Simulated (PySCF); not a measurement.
A side-by-side comparison of computed properties.

First species: C5H12Se.
Bonds: C1–C2, C2–C3, C3–Se4, C3–C5, C5–C6. Hydrogens: H7, H8, H9 on C1; H10, H11 on C2; H12 on C3; H13 on Se4; H14, H15 on C5; H16, H17, H18 on C6.

Second species: C2H6BP.
Z-matrix (Å and degrees, PBE0-D3(BJ)/def2-SVP geometry), rows numbered from 1:
```
C 
C   1  1.3446
B   2  1.5479  1  124.15
P   3  1.8905  2  123.66  1    16.17
H   1  1.0964  2  121.72  3    -3.00
H   1  1.0956  2  122.40  3   175.43
H   2  1.0978  1  117.09  3  -175.32
H   3  1.2107  2  120.03  1  -155.62
H   4  1.4213  3  103.18  2    45.42
H   4  1.4194  3  101.08  2   147.03
```

Levels: PBE0/def2-SVPD for dipole moment, HOMO energy, LUMO energy, HOMO–LUMO gap, static isotropic polarisability and electronic spatial extent ⟨r²⟩ about the centre of nuclear charge; TDDFT PBE0/def2-SVPD for lowest singlet excitation; PBE0-D3(BJ)/def2-SVP for rotational constant A and rotational constant C. Geometries: PBE0-D3(BJ)/def2-SVP. All species are isolated and taken at one optimised geometry, non-relativistic unless stated. Electronic properties by PySCF.

Dipoles, sizes and rotational constants follow the conformer. The torsions of the flexible species, by atom-mapped SMILES:
- `[CH3:1][CH2:2][CH:3]([SeH:4])[CH2:5][CH3:6]`: C1–C2–C3–Se4 62°, C2–C3–C5–C6 171°, H–Se4–C3–C2 64°
- `[CH2:1]=[CH:2][BH:3][PH2:4]`: C1–C2–B3–P4 16°, H–P4–B3–C2 45°, H–P4–B3–C2 147°

Values for the first species:

| Quantity | Value |
| --- | --- |
| Dipole moment | 1.63 D |
| HOMO energy | -6.43 eV |
| LUMO energy | 0.09 eV |
| HOMO–LUMO gap | 6.52 eV |
| Lowest singlet excitation | 4.89 eV |
| Static isotropic polarisability | 91.6 au |
| Electronic spatial extent ⟨r²⟩ about the centre of nuclear charge | 1128 bohr² |
| Rotational constant A | 2.163 GHz |
| Rotational constant C | 1.077 GHz |

Task: Estimate the same properties for the second species, and the change in each.

Result: 
```tsv
property	first	second	second less first
dipole moment	1.63 D	1.14 D	-0.49 D
HOMO energy	-6.43 eV	-7.11 eV	-0.68 eV
LUMO energy	0.09 eV	-2.11 eV	-2.20 eV
HOMO–LUMO gap	6.52 eV	5.00 eV	-1.52 eV
lowest singlet excitation	4.89 eV	4.10 eV	-0.79 eV
static isotropic polarisability	91.6 au	69.5 au	-22.1 au
electronic spatial extent ⟨r²⟩ about the centre of nuclear charge	1128 bohr²	478 bohr²	-650 bohr²
rotational constant A	2.163 GHz	14.444 GHz	+12.281 GHz
rotational constant C	1.077 GHz	2.637 GHz	+1.560 GHz
```

On the first: The polarisability is 13.57 Å³ as a volume (1 au = 0.148185 Å³), or 1.21 au for each of the 76 electrons. The 6 singlets span 4.89 to 7.14 eV, and their oscillator strengths add up to 0.13. The calculation is non-relativistic and has no spin–orbit coupling, an omission that weighs most on selenium.

On the second: S1 lies 0.90 eV below the HOMO–LUMO gap; its leading configuration is HOMO→LUMO, weight 0.95. The dipole matches unit charges of opposite sign 0.24 Å apart (1 e·Å = 4.8032 D).
